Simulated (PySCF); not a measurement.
A GIAO shielding run with PySCF 2.14 (density fitting, non-relativistic, gas phase) on `F[SiH2][SiH2]N(C[SiH3])C1CC1`, C₄H₁₄FNSi₃:

```
$ OMP_NUM_THREADS=1 python probes_run.py task.json out

{"job": {"kind": "nmr", "xc": "PBE0", "basis": "pcSseg-1"}, "charge": 0, "multiplicity": 1}
F      4.386183     0.407942     0.660463
Si     2.878071     0.976879     0.524581
Si     1.692683    -0.623081    -0.611372
N      0.040498    -0.501845    -0.151344
C     -0.865544    -1.624710    -0.299810
Si    -1.983264    -1.941561     1.216236
C     -0.614871     0.723139     0.150127
C     -1.554936     1.351195    -0.842682
C     -0.243782     2.005148    -0.529056
H      2.529469     1.278702     1.911964
H      3.102488     2.251234    -0.158500
H      1.887139    -0.539996    -2.083176
H      2.069305    -2.004114    -0.266779
H     -0.259274    -2.510756    -0.488504
H     -1.492489    -1.486318    -1.191655
H     -1.171839    -1.940558     2.434240
H     -2.620746    -3.244610     1.019286
H     -3.026291    -0.917639     1.317802
H     -0.914475     0.801521     1.195798
H     -1.652677     0.880083    -1.808676
H     -2.467008     1.798814    -0.479003
H     -0.239080     2.910988     0.057409
H      0.515687     1.976525    -1.294333
```

Hardware: 1 thread of an Arm Neoverse N1, shared host. The job also computes population analyses, field gradients, ring-centre shieldings.

Q: How large is the calculation?

A: 96 electrons, 244 basis functions and 1332 auxiliary functions.

Q: How long does it take, and how much memory does it need?

A: 2.1 min of wall time, with 12 SCF cycles and 4 response iterations; peak memory 1.1 GiB. Times on a shared host scatter by some tens of per cent.
